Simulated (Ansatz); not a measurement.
Born–Oppenheimer molecular dynamics of a periodic cell of 17 atoms, Al₁₆In (surface Al(110), adsorbate In). It starts from a relaxed structure.

These are results of Ansatz 0.2.0, DFT PBE, scalar-relativistic, plane waves, PAW, not measurements. Settings: PAW set soft_1, cutoff 420 eV, k mesh 2x3x1, fermi-dirac smearing 0.15 eV, no spin polarisation.

```
ensemble                      : NVE (velocity Verlet)
time step                     : 2 fs
steps asked                   : 100
starting velocities drawn for : 2400 K
atoms held                    : 1 to 4
seed                          : 474888
```

Frames 4 fs apart, positions in Å, forces in eV/Å.

Velocities at 60.0 fs (Å/ps):

```
Al 0.00 0.00 0.00
Al 0.00 0.00 0.00
Al 0.00 0.00 0.00
Al 0.00 0.00 0.00
Al -6.17 -10.17 -9.82
Al -3.01 -9.31 -8.12
Al -0.91 4.43 -5.84
Al -5.33 6.61 -7.65
Al -2.33 11.21 9.66
Al -2.92 -1.29 13.44
Al 5.62 -2.01 -0.41
Al -0.43 2.34 3.50
Al -3.21 -3.38 -0.15
Al 8.02 -7.72 8.49
Al -3.89 4.25 5.13
Al -3.39 9.91 3.32
In 0.87 6.35 1.09
```

```xyz
17
Lattice="8.1000 0.0000 0.0000 0.0000 5.7276 0.0000 0.0000 0.0000 15.2957" Properties=species:S:1:pos:R:3:forces:R:3 time_fs=60.0 energy_less_start_eV=1.754 T=1358
Al 2.025 1.432 1.000 0.23 -0.21 -1.57
Al 6.075 1.432 1.000 -0.15 0.20 -0.20
Al 2.025 4.296 1.000 0.10 0.14 -0.49
Al 6.075 4.296 1.000 -0.14 -0.70 -0.74
Al -0.204 -0.113 2.135 1.01 0.69 0.32
Al 4.153 -0.175 1.965 -0.88 0.88 1.00
Al -0.002 2.974 2.004 -0.47 -0.49 -0.01
Al 4.036 2.812 2.189 -0.02 -0.34 0.18
Al 1.588 1.501 3.343 1.49 -1.32 1.39
Al 6.211 1.360 3.718 -0.61 0.19 0.13
Al 1.835 4.185 3.647 0.89 1.41 -0.37
Al 6.107 4.218 3.747 -0.24 0.08 0.27
Al -0.057 0.148 5.326 0.09 -0.14 -0.58
Al 3.821 0.171 4.949 0.14 0.28 -0.71
Al 0.216 2.803 4.879 -1.43 0.20 1.42
Al 3.904 3.038 4.931 0.05 -0.48 0.05
In 2.034 4.684 6.906 -0.04 -0.36 -0.08
17
Lattice="8.1000 0.0000 0.0000 0.0000 5.7276 0.0000 0.0000 0.0000 15.2957" Properties=species:S:1:pos:R:3:forces:R:3 time_fs=64.0 energy_less_start_eV=1.904 T=1269
Al 2.025 1.432 1.000 0.11 -0.24 -1.24
Al 6.075 1.432 1.000 -0.23 0.18 -0.05
Al 2.025 4.296 1.000 -0.03 0.14 -0.58
Al 6.075 4.296 1.000 -0.30 -0.84 -0.88
Al -0.225 -0.151 2.096 1.28 1.18 0.63
Al 4.139 -0.209 1.935 -0.80 1.16 1.06
Al -0.007 2.990 1.980 -0.35 -0.78 0.12
Al 4.014 2.837 2.159 0.10 -0.54 0.32
Al 1.583 1.542 3.385 1.43 -1.52 0.86
Al 6.197 1.355 3.772 -0.56 0.21 -0.14
Al 1.860 4.181 3.644 0.63 1.46 -0.36
Al 6.105 4.228 3.761 -0.24 0.02 0.20
Al -0.070 0.134 5.324 0.17 -0.11 -0.54
Al 3.853 0.141 4.981 0.12 0.44 -0.74
Al 0.196 2.821 4.903 -1.39 0.29 1.36
Al 3.890 3.076 4.944 0.14 -0.70 0.02
In 2.037 4.710 6.911 -0.08 -0.34 -0.04
17
Lattice="8.1000 0.0000 0.0000 0.0000 5.7276 0.0000 0.0000 0.0000 15.2957" Properties=species:S:1:pos:R:3:forces:R:3 time_fs=68.0 energy_less_start_eV=2.059 T=1177
Al 2.025 1.432 1.000 0.00 -0.24 -0.95
Al 6.075 1.432 1.000 -0.30 0.14 0.06
Al 2.025 4.296 1.000 -0.19 0.12 -0.69
Al 6.075 4.296 1.000 -0.50 -0.94 -0.99
Al -0.239 -0.183 2.062 1.48 1.57 0.87
Al 4.120 -0.237 1.912 -0.66 1.40 1.10
Al -0.014 3.002 1.958 -0.19 -1.05 0.27
Al 3.994 2.860 2.131 0.20 -0.73 0.43
Al 1.586 1.574 3.433 1.34 -1.58 0.46
Al 6.181 1.352 3.825 -0.52 0.25 -0.35
Al 1.888 4.186 3.639 0.34 1.45 -0.31
Al 6.101 4.237 3.777 -0.22 -0.03 0.13
Al -0.081 0.120 5.319 0.24 -0.09 -0.49
Al 3.886 0.114 5.009 0.10 0.59 -0.74
Al 0.169 2.840 4.935 -1.24 0.36 1.19
Al 3.878 3.110 4.958 0.23 -0.91 0.01
In 2.041 4.734 6.915 -0.11 -0.32 -0.01
17
Lattice="8.1000 0.0000 0.0000 0.0000 5.7276 0.0000 0.0000 0.0000 15.2957" Properties=species:S:1:pos:R:3:forces:R:3 time_fs=72.0 energy_less_start_eV=2.188 T=1101
Al 2.025 1.432 1.000 -0.10 -0.24 -0.71
Al 6.075 1.432 1.000 -0.36 0.11 0.16
Al 2.025 4.296 1.000 -0.36 0.10 -0.80
Al 6.075 4.296 1.000 -0.71 -0.99 -1.05
Al -0.245 -0.205 2.032 1.60 1.85 1.05
Al 4.097 -0.257 1.895 -0.46 1.59 1.11
Al -0.022 3.008 1.937 -0.02 -1.26 0.42
Al 3.974 2.878 2.106 0.31 -0.89 0.53
Al 1.596 1.597 3.483 1.21 -1.50 0.19
Al 6.161 1.350 3.876 -0.47 0.30 -0.50
Al 1.919 4.198 3.633 0.04 1.38 -0.24
Al 6.096 4.247 3.794 -0.19 -0.07 0.05
Al -0.091 0.105 5.311 0.30 -0.07 -0.45
Al 3.920 0.090 5.032 0.06 0.71 -0.71
Al 0.134 2.862 4.974 -1.01 0.36 0.93
Al 3.866 3.139 4.972 0.30 -1.10 0.01
In 2.044 4.759 6.919 -0.13 -0.29 0.01
17
Lattice="8.1000 0.0000 0.0000 0.0000 5.7276 0.0000 0.0000 0.0000 15.2957" Properties=species:S:1:pos:R:3:forces:R:3 time_fs=76.0 energy_less_start_eV=2.263 T=1056
Al 2.025 1.432 1.000 -0.19 -0.23 -0.51
Al 6.075 1.432 1.000 -0.41 0.07 0.22
Al 2.025 4.296 1.000 -0.55 0.06 -0.91
Al 6.075 4.296 1.000 -0.88 -0.97 -1.04
Al -0.242 -0.217 2.009 1.64 1.98 1.16
Al 4.071 -0.268 1.884 -0.23 1.72 1.11
Al -0.030 3.006 1.918 0.12 -1.37 0.55
Al 3.956 2.891 2.083 0.42 -1.02 0.61
Al 1.614 1.612 3.534 1.05 -1.32 0.03
Al 6.139 1.349 3.924 -0.42 0.36 -0.61
Al 1.949 4.219 3.625 -0.23 1.26 -0.16
Al 6.090 4.256 3.811 -0.15 -0.09 -0.05
Al -0.100 0.089 5.300 0.34 -0.04 -0.41
Al 3.954 0.070 5.052 0.01 0.81 -0.67
Al 0.094 2.885 5.019 -0.73 0.30 0.64
Al 3.857 3.162 4.985 0.35 -1.26 0.02
In 2.047 4.782 6.923 -0.14 -0.26 0.02
17
Lattice="8.1000 0.0000 0.0000 0.0000 5.7276 0.0000 0.0000 0.0000 15.2957" Properties=species:S:1:pos:R:3:forces:R:3 time_fs=80.0 energy_less_start_eV=2.271 T=1051
Al 2.025 1.432 1.000 -0.27 -0.22 -0.36
Al 6.075 1.432 1.000 -0.46 0.03 0.26
Al 2.025 4.296 1.000 -0.71 0.00 -1.02
Al 6.075 4.296 1.000 -0.98 -0.88 -0.96
Al -0.229 -0.218 1.992 1.58 1.94 1.19
Al 4.045 -0.269 1.879 0.03 1.76 1.10
Al -0.037 2.997 1.902 0.23 -1.36 0.67
Al 3.941 2.898 2.064 0.52 -1.07 0.67
Al 1.638 1.619 3.585 0.87 -1.08 -0.05
Al 6.114 1.351 3.969 -0.34 0.43 -0.69
Al 1.978 4.247 3.616 -0.44 1.11 -0.07
Al 6.083 4.265 3.827 -0.12 -0.12 -0.14
Al -0.107 0.074 5.287 0.37 0.01 -0.39
Al 3.988 0.054 5.067 -0.07 0.86 -0.61
Al 0.049 2.910 5.067 -0.43 0.18 0.36
Al 3.849 3.177 4.999 0.36 -1.37 0.01
In 2.050 4.806 6.928 -0.15 -0.24 0.01
17
Lattice="8.1000 0.0000 0.0000 0.0000 5.7276 0.0000 0.0000 0.0000 15.2957" Properties=species:S:1:pos:R:3:forces:R:3 time_fs=84.0 energy_less_start_eV=2.216 T=1084
Al 2.025 1.432 1.000 -0.34 -0.21 -0.25
Al 6.075 1.432 1.000 -0.50 -0.01 0.28
Al 2.025 4.296 1.000 -0.83 -0.06 -1.10
Al 6.075 4.296 1.000 -0.99 -0.74 -0.83
Al -0.208 -0.208 1.981 1.43 1.77 1.17
Al 4.018 -0.260 1.881 0.29 1.72 1.08
Al -0.043 2.980 1.890 0.30 -1.23 0.76
Al 3.929 2.899 2.048 0.61 -1.05 0.73
Al 1.666 1.620 3.636 0.69 -0.82 -0.10
Al 6.088 1.355 4.010 -0.24 0.50 -0.75
Al 2.005 4.281 3.607 -0.59 0.94 0.04
Al 6.075 4.273 3.843 -0.09 -0.13 -0.25
Al -0.111 0.058 5.272 0.38 0.07 -0.37
Al 4.022 0.044 5.080 -0.19 0.86 -0.53
Al 0.002 2.936 5.117 -0.16 0.02 0.12
Al 3.844 3.185 5.013 0.35 -1.41 0.00
In 2.052 4.829 6.932 -0.14 -0.22 0.00
17
Lattice="8.1000 0.0000 0.0000 0.0000 5.7276 0.0000 0.0000 0.0000 15.2957" Properties=species:S:1:pos:R:3:forces:R:3 time_fs=88.0 energy_less_start_eV=2.116 T=1143
Al 2.025 1.432 1.000 -0.39 -0.19 -0.19
Al 6.075 1.432 1.000 -0.53 -0.05 0.28
Al 2.025 4.296 1.000 -0.90 -0.13 -1.15
Al 6.075 4.296 1.000 -0.92 -0.57 -0.66
Al -0.178 -0.188 1.978 1.20 1.49 1.11
Al 3.993 -0.241 1.889 0.53 1.60 1.04
Al -0.048 2.956 1.883 0.34 -1.02 0.83
Al 3.920 2.894 2.037 0.69 -0.94 0.77
Al 1.699 1.616 3.686 0.53 -0.57 -0.14
Al 6.060 1.363 4.047 -0.10 0.59 -0.80
Al 2.029 4.320 3.598 -0.67 0.75 0.16
Al 6.067 4.280 3.858 -0.07 -0.15 -0.35
Al -0.113 0.043 5.254 0.36 0.15 -0.36
Al 4.054 0.038 5.089 -0.34 0.79 -0.43
Al -0.046 2.962 5.168 0.06 -0.15 -0.07
Al 3.840 3.184 5.027 0.32 -1.39 -0.02
In 2.055 4.852 6.936 -0.12 -0.20 -0.02
17
Lattice="8.1000 0.0000 0.0000 0.0000 5.7276 0.0000 0.0000 0.0000 15.2957" Properties=species:S:1:pos:R:3:forces:R:3 time_fs=92.0 energy_less_start_eV=1.998 T=1213
Al 2.025 1.432 1.000 -0.43 -0.16 -0.16
Al 6.075 1.432 1.000 -0.55 -0.09 0.27
Al 2.025 4.296 1.000 -0.90 -0.20 -1.17
Al 6.075 4.296 1.000 -0.79 -0.40 -0.47
Al -0.141 -0.159 1.981 0.91 1.17 1.03
Al 3.971 -0.213 1.903 0.73 1.41 1.00
Al -0.050 2.926 1.880 0.35 -0.76 0.88
Al 3.915 2.884 2.030 0.74 -0.78 0.80
Al 1.734 1.609 3.736 0.39 -0.35 -0.18
Al 6.031 1.373 4.079 0.07 0.67 -0.85
Al 2.048 4.364 3.590 -0.70 0.55 0.29
Al 6.059 4.286 3.870 -0.05 -0.16 -0.45
Al -0.114 0.029 5.235 0.34 0.24 -0.36
Al 4.085 0.037 5.095 -0.52 0.66 -0.32
Al -0.093 2.988 5.218 0.24 -0.32 -0.19
Al 3.839 3.176 5.040 0.27 -1.29 -0.05
In 2.057 4.875 6.941 -0.10 -0.19 -0.04
17
Lattice="8.1000 0.0000 0.0000 0.0000 5.7276 0.0000 0.0000 0.0000 15.2957" Properties=species:S:1:pos:R:3:forces:R:3 time_fs=96.0 energy_less_start_eV=1.887 T=1279
Al 2.025 1.432 1.000 -0.45 -0.11 -0.16
Al 6.075 1.432 1.000 -0.55 -0.13 0.25
Al 2.025 4.296 1.000 -0.83 -0.26 -1.15
Al 6.075 4.296 1.000 -0.64 -0.24 -0.29
Al -0.100 -0.124 1.990 0.59 0.85 0.94
Al 3.953 -0.177 1.923 0.89 1.19 0.94
Al -0.051 2.892 1.883 0.34 -0.47 0.91
Al 3.914 2.869 2.028 0.76 -0.58 0.82
Al 1.772 1.601 3.784 0.26 -0.16 -0.24
Al 6.003 1.387 4.106 0.26 0.75 -0.91
Al 2.064 4.411 3.584 -0.69 0.33 0.42
Al 6.050 4.292 3.880 -0.04 -0.17 -0.55
Al -0.112 0.015 5.213 0.30 0.32 -0.37
Al 4.112 0.040 5.100 -0.72 0.48 -0.20
Al -0.140 3.011 5.268 0.38 -0.46 -0.27
Al 3.839 3.160 5.054 0.23 -1.12 -0.09
In 2.059 4.897 6.945 -0.07 -0.19 -0.07
17
Lattice="8.1000 0.0000 0.0000 0.0000 5.7276 0.0000 0.0000 0.0000 15.2957" Properties=species:S:1:pos:R:3:forces:R:3 time_fs=100.0 energy_less_start_eV=1.801 T=1330
Al 2.025 1.432 1.000 -0.44 -0.05 -0.19
Al 6.075 1.432 1.000 -0.54 -0.17 0.22
Al 2.025 4.296 1.000 -0.72 -0.31 -1.08
Al 6.075 4.296 1.000 -0.47 -0.11 -0.13
Al -0.054 -0.083 2.003 0.26 0.54 0.85
Al 3.941 -0.134 1.948 0.99 0.94 0.87
Al -0.049 2.855 1.890 0.32 -0.19 0.93
Al 3.917 2.851 2.030 0.75 -0.36 0.84
Al 1.811 1.591 3.831 0.14 -0.01 -0.31
Al 5.976 1.406 4.128 0.45 0.81 -0.97
Al 2.076 4.460 3.580 -0.64 0.11 0.53
Al 6.040 4.296 3.886 -0.04 -0.17 -0.63
Al -0.109 0.004 5.190 0.26 0.40 -0.37
Al 4.136 0.045 5.104 -0.91 0.27 -0.07
Al -0.184 3.032 5.316 0.47 -0.57 -0.30
Al 3.840 3.138 5.067 0.19 -0.91 -0.11
In 2.061 4.919 6.949 -0.05 -0.20 -0.09
17
Lattice="8.1000 0.0000 0.0000 0.0000 5.7276 0.0000 0.0000 0.0000 15.2957" Properties=species:S:1:pos:R:3:forces:R:3 time_fs=104.0 energy_less_start_eV=1.747 T=1362
Al 2.025 1.432 1.000 -0.40 0.03 -0.24
Al 6.075 1.432 1.000 -0.51 -0.22 0.20
Al 2.025 4.296 1.000 -0.57 -0.34 -0.98
Al 6.075 4.296 1.000 -0.31 -0.02 0.01
Al -0.008 -0.040 2.022 -0.06 0.26 0.78
Al 3.934 -0.086 1.977 1.03 0.67 0.79
Al -0.046 2.817 1.903 0.29 0.09 0.94
Al 3.925 2.831 2.038 0.70 -0.13 0.85
Al 1.851 1.581 3.877 0.03 0.12 -0.38
Al 5.952 1.429 4.144 0.63 0.83 -1.03
Al 2.084 4.509 3.579 -0.58 -0.13 0.62
Al 6.031 4.300 3.889 -0.04 -0.17 -0.69
Al -0.104 -0.004 5.164 0.21 0.47 -0.37
Al 4.154 0.052 5.107 -1.05 0.06 0.04
Al -0.225 3.050 5.362 0.53 -0.64 -0.31
Al 3.842 3.111 5.079 0.16 -0.66 -0.13
In 2.063 4.941 6.953 -0.04 -0.20 -0.11
```

Of the whole run (200 fs, mean temperature of the second half 1225 K): The conserved energy stayed within 0.52 meV per atom of its start (net change 0.27 meV per atom), so the integration is sound. Over the second half the temperature averaged 0.51 of the 2400 K drawn at the start: a run that starts near a minimum puts about half its kinetic energy into the potential. A run of 0.2 ps of so small a system gives no equilibrium averages. Limits of this set-up: coarse k mesh, thin slab, slab without dipole correction.

Run time: 13 min on 1 thread of Arm Neoverse V1, on a shared host, peak memory 0.73 GiB.
